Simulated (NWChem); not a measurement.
System: SiH3S3Cl; SMILES S[Si](S)(S)Cl

NWChem input:

```
start job
memory heap 200 mb stack 900 mb global 1100 mb
geometry units angstroms noautoz
  S     -0.521186    -1.835693     1.138660
  Si     0.011445     0.019188     0.243764
  S     -1.342404     1.516132     0.915412
  S      1.975704     0.542155     0.870822
  Cl    -0.061776    -0.136488    -1.822048
  H     -1.646609    -1.987125     0.402562
  H     -0.903516     2.452740     0.042764
  H      2.579431    -0.419245     0.134218
end
basis spherical
  S library 6-31g*
  Si library 6-31g*
  Cl library 6-31g*
  H library 6-31g*
end
dft
  xc pbe0
  iterations 150
end
tddft
  cis
  nroots 8
  notriplet
end
task tddft energy
```

Structure relaxed at the PBE0/def2-SVP level.

Vertical excitations in the gas phase.

Problem. Predict the main results of this run. (PBE0/6-31G* (spherical d), TDA.) Quantities: lowest excitation, singlet (eV); oscillator strength of that lowest state; lowest state with f > 0.02, singlet (eV); oscillator strength of that bright state; orbital gap (eV).

Solution. 
| Item | Value |
|---|---|
| lowest excitation, singlet (eV) | 6.05 |
| oscillator strength of that lowest state | 0.010 |
| lowest state with f > 0.02, singlet (eV) | 6.18 |
| oscillator strength of that bright state | 0.030 |
| orbital gap (eV) | 7.45 |
